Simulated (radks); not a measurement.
Species: the tellurium ion Te+. Configuration: [Kr] 4d10 5s2 5p2 5d1 (not the ground configuration).

Calculated with a radial shooting solver on a logarithmic mesh with Libxc functionals: scalar-relativistic Kohn-Sham, BLYP, spin-polarised, spherical densities, point nucleus; open shells are filled with parallel spins first (spin-orbit coupling, left out, can overturn this in heavy ions).

Energy parts (eV):
part                       energy
total                 -184886.277
kinetic                193728.753
electron-nucleus      -446633.515
Hartree                 72802.711
exchange-correlation    -4784.226

Orbitals (lengths in bohr, moments of r in powers of bohr; r(max) is where P^2 peaks):
orbital,occ.,eigenvalue (eV),<r>,r(max),<1/r>,<r^4>
1s up,1,-31646.37,0.02781,0.01794,55.58,2.870e-06
1s down,1,-31646.30,0.02781,0.01794,55.58,2.870e-06
2s up,1,-4863.209,0.1198,0.1014,12.72,0.0004925
2s down,1,-4863.167,0.1198,0.1014,12.72,0.0004925
2p up,3,-4367.218,0.1047,0.08122,12.19,0.0003553
2p down,3,-4367.155,0.1047,0.08122,12.19,0.0003553
3s up,1,-977.1909,0.3222,0.2926,4.544,0.02143
3s down,1,-977.1281,0.3222,0.2926,4.544,0.02143
3p up,3,-816.0017,0.3203,0.2863,4.322,0.02256
3p down,3,-815.9303,0.3203,0.2863,4.322,0.02255
3d up,5,-572.1915,0.2968,0.2378,4.088,0.01996
3d down,5,-572.1190,0.2968,0.2378,4.088,0.01995
4s up,1,-176.3043,0.7643,0.7007,1.824,0.6451
4s down,1,-176.1376,0.7643,0.7008,1.823,0.6442
4p up,3,-126.3296,0.8209,0.7375,1.665,0.9066
4p down,3,-126.1600,0.8205,0.7377,1.665,0.9023
4d up,5,-53.6025,0.9711,0.8102,1.369,2.148
4d down,5,-53.3411,0.9670,0.8101,1.373,2.088
5s up,1,-26.3211,2.001,1.764,0.6485,30.62
5s down,1,-24.8821,1.991,1.747,0.6548,30.46
5p up,2,-16.2110,2.404,2.068,0.5332,67.27
5p down,0,-14.6734,2.423,2.054,0.5321,71.49
5d up,1,-5.2191,4.036,3.263,0.3143,614.2

The highest occupied level is 5d up at -5.219 eV. The configuration is held as typed, so some empty levels lie below it. Spin moment in Bohr magnetons: 3.
